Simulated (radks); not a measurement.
Valence configurations of neutral tungsten (all share [Xe]). Calculated with a radial shooting solver on a logarithmic mesh with Libxc functionals: Dirac Kohn-Sham, PBEsol, spin-unpolarised, spherical densities, finite nucleus; open shells are shared between the two j in proportion to 2j + 1; Fermi nuclear charge, rms radius 5.3658 fm. Energies are relative to 4f14 5d4 6s2; eigenvalues in eV.

| valence | E (eV) | e(4f5/2) | e(4f7/2) | e(5d3/2) | e(5d5/2) | e(6p1/2) |
|---|---|---|---|---|---|---|
| 4f14 5d4 6s2 | 0.000 | -34.399 | -32.160 | -4.965 | -4.234 | - |
| 4f14 5d5 6s1 | 1.533 | -32.433 | -30.195 | -3.764 | -3.096 | - |
| 4f13.5 5d4.5 6s2 | 15.269 | -38.842 | -36.557 | -5.508 | -4.715 | - |
| 4f13.5 5d5.5 6s1 | 16.394 | -36.729 | -34.445 | -4.184 | -3.456 | - |
| 4f14 5d3.5 6s2 6p0.5 | 1.788 | -36.358 | -34.119 | -6.399 | -5.621 | -2.303 |
| 4f11.5 5d5.5 6s1 6p2 | 109.35 | -64.009 | -61.535 | -12.621 | -11.466 | -3.666 |
| 4f14 5d3.5 6s1 6p1.5 | 6.602 | -37.883 | -35.644 | -7.728 | -6.924 | -3.040 |
| 4f13.5 5d6.5 | 18.111 | -35.031 | -32.747 | -3.139 | -2.470 | - |
| 4f13.5 5d4.5 6s1 6p1 | 19.860 | -40.450 | -38.165 | -6.964 | -6.145 | -2.536 |
| 4f12.5 5d7.5 | 53.109 | -43.717 | -41.340 | -3.739 | -2.954 | - |

NIST lists [Xe] 4f14 5d4 6s2 as the ground configuration; this level of theory agrees among the configurations tried. The energies are those of spherical spin-averaged densities, not of single terms.
